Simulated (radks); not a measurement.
Initial-state core-level shifts of the europium ion Eu+ when its valence configuration changes from [Xe] 4f7 6s1. All-electron calculation, scalar-relativistic Kohn-Sham, PBE, spin-polarised, spherical densities, point nucleus; open shells are filled with parallel spins first (spin-orbit coupling, left out, can overturn this in heavy ions). Program: a radial shooting solver on a logarithmic mesh with Libxc functionals. Shifts are changes of the shell-averaged eigenvalues in eV (positive: less bound).

[
 {"valence": "4f6.5 6s1.5", "3s": "-4.995", "4s": "-4.820", "4p": "-4.749", "4d": "-4.627"},
 {"valence": "4f5.5 6s1.5 6p1", "3s": "-17.705", "4s": "-16.916", "4p": "-16.647", "4d": "-16.195"},
 {"valence": "4f5.5 5d1 6s1.5", "3s": "-13.944", "4s": "-13.155", "4p": "-12.880", "4d": "-12.413"},
 {"valence": "4f6 6s2", "3s": "-10.560", "4s": "-10.126", "4p": "-9.966", "4d": "-9.693"},
 {"valence": "4f6 6s1.5 6p0.5", "3s": "-11.128", "4s": "-10.691", "4p": "-10.530", "4d": "-10.256"},
 {"valence": "4f6.5 5d1 6s0.5", "3s": "-2.888", "4s": "-2.685", "4p": "-2.602", "4d": "-2.455"},
 {"valence": "4f7 6p1", "3s": "-1.210", "4s": "-1.223", "4p": "-1.227", "4d": "-1.232"},
 {"valence": "4f6 5d1 6s1", "3s": "-8.121", "4s": "-7.665", "4p": "-7.494", "4d": "-7.198"},
 {"valence": "4f6 6s1 6p1", "3s": "-11.628", "4s": "-11.189", "4p": "-11.027", "4d": "-10.751"}
]
